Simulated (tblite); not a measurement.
Compound: n-BuOEt, C6H14O.
Z-matrix (Å and degrees, GFN2-xTB geometry), rows numbered from 1:
```
C 
C   1  1.5232
C   2  1.5268  1  111.79
C   3  1.5245  2  111.86  1  -176.93
O   4  1.4074  3  109.02  2    66.36
C   5  1.4072  4  113.46  3  -178.70
C   6  1.5199  5  108.70  4   177.91
H   1  1.0876  2  110.66  3  -179.77
H   1  1.0883  2  110.61  3   -59.63
H   1  1.0876  2  110.46  3    60.25
H   2  1.0927  1  109.49  3   121.18
H   2  1.0906  1  109.81  3  -120.44
H   3  1.0919  2  110.04  1    62.10
H   3  1.0910  2  109.40  1   -57.04
H   4  1.1030  3  110.19  2  -173.03
H   4  1.1029  3  110.20  2   -54.35
H   6  1.1026  5  109.84  4    57.20
H   6  1.1030  5  109.98  4   -61.06
H   7  1.0862  6  109.89  5    59.72
H   7  1.0864  6  110.07  5  -179.82
H   7  1.0865  6  109.77  5   -59.51
```

Calculated harmonic vibrations of the isolated species, GFN2-xTB (tblite), most abundant isotopes, no scaling. This tight-binding method is rough: wavenumbers can miss measured ones by several per cent, in bad cases by 10 to 20. One conformer, not necessarily the lowest.

Harmonic wavenumbers (cm⁻¹): 62.2, 71.4, 73.0, 128.9, 191.1, 205.5, 234.0, 267.4, 324.5, 419.1, 522.9, 777.3, 839.3, 865.3, 891.6, 935.0, 980.7, 1008.8, 1086.0, 1095.0, 1114.8, 1136.0, 1140.4, 1157.1, 1171.6, 1224.9, 1244.1, 1256.0, 1279.8, 1302.6, 1334.6, 1360.8, 1368.6, 1401.4, 1415.2, 1469.9, 1475.3, 1493.5, 1494.2, 1496.8, 1503.1, 1504.8, 1507.3, 2815.9, 2818.0, 2851.8, 2860.3, 2967.0, 2976.2, 2995.6, 3002.4, 3028.1, 3034.2, 3038.8, 3045.7, 3050.2, 3055.0.

A = 6208, B = 1010, C = 920.2 MHz; mass 102.104 u (most abundant isotopes); point group C1, symmetry number 1.

**Question.** What is the zero-point energy?

**Answer.** ½Σν̃ = 41686 cm⁻¹ = 119.19 kcal/mol.

**Question.** Give the ideal-gas entropy at 298.15 K and 1 bar in the rigid-rotor, harmonic-oscillator model (classical rotation).

**Answer.** Translation 39.81, rotation 28.41, vibration 27.85: S = 96.1 cal/(mol K).

**Question.** And Cp and H(298.15 K) − H(0)?

**Answer.** Cp = 34.64 cal/(mol K), of which vibrations give 26.69 (their classical limit is 57 R = 113.3); H(298.15 K) − H(0) = 6.61 kcal/mol without the zero-point energy, 4.24 from vibrations.

**Question.** Which modes carry the vibrational entropy at 298.15 K?

**Answer.** 62.2 cm⁻¹: 4.39; 71.4 cm⁻¹: 4.11; 73.0 cm⁻¹: 4.07; 128.9 cm⁻¹: 2.96; 191.1 cm⁻¹: 2.22; 205.5 cm⁻¹: 2.08 cal/(mol K); the other 51 give 8.02 together.

**Question.** How do the functions run with temperature in this model?

**Answer.** 
```csv
T (K),S (cal/(mol K)),Cp (cal/(mol K)),H − H(0) (kcal/mol),G − H(0) (kcal/mol),ln q(vib)
100,68.4,19.2,1.33,-5.51,1.76
200,84.1,26.4,3.63,-13.18,4.44
300,96.3,34.8,6.67,-22.21,6.91
500,118.7,54.4,15.62,-43.73,11.62
800,149.4,76.2,35.46,-84.06,18.60
1000,167.5,86.0,51.73,-115.78,23.09
```

q(vib) and H(0) count from the zero-point level.

**Question.** What must be added to the electronic energy to get the Gibbs energy at 298.15 K and 1 bar?

**Answer.** ZPE + [H(298.15 K) − H(0)] − T·S = 119.19 + 6.61 − 28.64 = 97.16 kcal/mol.

**Question.** Blend soft modes into free rotors: weight 1/[1 + (100 cm⁻¹/ν̃)⁴] for the oscillator and the rest for a rotor with moment μB/(μ + B), μ = h/(8π²ν), B = 10⁻⁴⁴ kg m². What vibrational entropy results?

**Answer.** 25.42 cal/(mol K) in place of 27.85, which changes −T·S at 298.15 K by +0.73 kcal/mol.

Hindered rotation and anharmonicity are outside this model. Other conformers, if any are populated, would add a mixing term that is left out. The structure is chiral; the term R ln 2 for an equal mix with its mirror image is left out.

Hardware: Arm Neoverse N1, one thread (shared host). The figure is for the frequency step alone.
